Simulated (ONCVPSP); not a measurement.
Ce: from the effect back to the setting (ONCV)

Base potential:

- Element: Ce
- Generator: ONCVPSP 4.0.1
- Type: optimised norm-conserving Vanderbilt (ONCV)
- Functional: PW91
- Relativity: fully relativistic
- Frozen core: [Kr] 4d10
- Valence charge: 12
- Reference configuration: 4f0.5 5s2 5p6 5d1.5 6s2
- Partial waves: 5s+6s: rc 2.40 bohr, ncon 4, nbas 9, qcut 6.2 1/bohr, 2 projectors; 5p: rc 1.85 bohr, ncon 4, nbas 7, qcut 3.6 1/bohr, 2 projectors, debl 1.1 Ha; 5d: rc 3.55 bohr, ncon 3, nbas 7, qcut 4.1 1/bohr, 3 projectors, debl 3.7 Ha; 4f: rc 1.35 bohr, ncon 3, nbas 8, qcut 14.9 1/bohr, 2 projectors, debl 1.8 Ha
- Local potential: polynomial inside 1.00 bohr (lpopt 3, dvloc0 0 Ha)
- Core correction: none

Open shells are filled in proportion to 2j + 1.

Cutoffs, loose and tight: the cutoffs (Ha) at which the residual kinetic energy of the hardest occupied pseudo-wave falls to 1 and 0.1 mHa per electron. They do not see the model core or the augmentation charge, which bear on the density cutoff. Test errors are all-electron minus pseudo excitation energies from the reference, over the configurations 4f1 5s2 5p6 5d1 6s2; 4f1 5s2 5p6 5d1 6s1; 4f1 5s2 5p6 5d1 6s0; 4f1 5s2 5p6 5d0 6s0; variants that change the core or the reference have their own tests.

Only the qcut of the f channel is moved (1 further runs of the sweep failed or gave no value and are left out):

```
qcut of the f channel (1/bohr)  cutoff, loose  cutoff, tight  bound ghosts  largest test error (meV)  median size of the test errors
                           9.7          82 Ha         216 Ha       s, d3/2                      +119                       113.5 meV
                          14.2          75 Ha          83 Ha       s, d3/2                       +55                        48.8 meV
                          16.5          86 Ha          97 Ha       s, d3/2                       +40                        32.5 meV
                          19.8         110 Ha         125 Ha       s, d3/2                       +21                        12.8 meV
```

One more run gave cutoff, loose: 61 Ha; cutoff, tight: 67 Ha; bound ghosts: s, d3/2; largest test error (meV): +81; median size of the test errors: 75.1 meV. Which value of the qcut of the f channel was used?

12 1/bohr. The median size of the test errors moves one way along this sweep, from 113.5 meV at 9.7 to 12.8 meV at 19.8 1/bohr, which places the run between 9.7 and 14.2 1/bohr.
